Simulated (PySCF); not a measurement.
Two species compared at the same levels of theory.

First species: Ga(AsH3)Cl3.
SMILES: `[Cl][Ga]([Cl])([Cl])<-[AsH3]`

Second species: C₄H₆FN.
SMILES: `[H]/N=C(\C)C(=C)F`

Levels: CAM-B3LYP/def2-SVPD for dipole moment, HOMO energy, LUMO energy, HOMO–LUMO gap, static isotropic polarisability and electronic spatial extent ⟨r²⟩ about the centre of nuclear charge; TDDFT CAM-B3LYP/def2-SVPD for lowest singlet excitation; TDA CAM-B3LYP/def2-SVPD for lowest triplet excitation (Tamm–Dancoff); ΔSCF CAM-B3LYP/def2-SVPD for vertical ionisation energy; PBE0-D3(BJ)/def2-SVP for rotational constant A and rotational constant C. Geometries: PBE0-D3(BJ)/def2-SVP. Each species is one conformer at its optimised geometry, gas phase, non-relativistic unless stated. Electronic properties by PySCF.

Dipoles, sizes and rotational constants follow the conformer. The torsions of the flexible species, by atom-mapped SMILES:
- `[H]/[N:6]=[C:4](/[C:2](=[CH2:1])[F:3])[CH3:5]`: C1–C2–C4–C5 -177°

Values for the first species:

```
Dipole moment                                                     : 5.69 D
HOMO energy                                                       : -10.07 eV
LUMO energy                                                       : -0.52 eV
HOMO–LUMO gap                                                     : 9.55 eV
Lowest singlet excitation                                         : 6.50 eV
Lowest triplet excitation (Tamm–Dancoff)                          : 6.02 eV
Static isotropic polarisability                                   : 102.1 au
Vertical ionisation energy                                        : 10.84 eV
Electronic spatial extent ⟨r²⟩ about the centre of nuclear charge : 1753 bohr²
Rotational constant A                                             : 1.053 GHz
Rotational constant C                                             : 0.747 GHz
```

**Question.** Estimate the same properties for the second species, and the change in each.

**Answer.** 
```
                                                         property       first     second  second less first
                                                    dipole moment      5.69 D     1.43 D            -4.26 D
                                                      HOMO energy   -10.07 eV   -8.75 eV           +1.32 eV
                                                      LUMO energy    -0.52 eV   -0.30 eV           +0.22 eV
                                                    HOMO–LUMO gap     9.55 eV    8.45 eV           -1.10 eV
                                        lowest singlet excitation     6.50 eV    4.86 eV           -1.64 eV
                         lowest triplet excitation (Tamm–Dancoff)     6.02 eV    3.29 eV           -2.73 eV
                                  static isotropic polarisability    102.1 au    58.0 au           -44.1 au
                                       vertical ionisation energy    10.84 eV    9.66 eV           -1.18 eV
electronic spatial extent ⟨r²⟩ about the centre of nuclear charge  1753 bohr²  572 bohr²        -1181 bohr²
                                            rotational constant A   1.053 GHz  5.180 GHz         +4.127 GHz
                                            rotational constant C   0.747 GHz  2.117 GHz         +1.370 GHz
```

On the first: The principal polarisabilities are 99.4, 99.9 and 107.1 au; their mean is the isotropic value. No computed singlet falls in the visible range (750 to 380 nm, 1.65 to 3.26 eV); S1 lies 3.24 eV above its blue end. Relativistic effects, spin–orbit coupling among them, are left out although an element past zinc is present.

On the second: In wavenumbers S1 is 39200 cm⁻¹ (1 eV = 8065.54 cm⁻¹). The principal polarisabilities are 39.8, 61.4 and 72.6 au; their mean is the isotropic value.
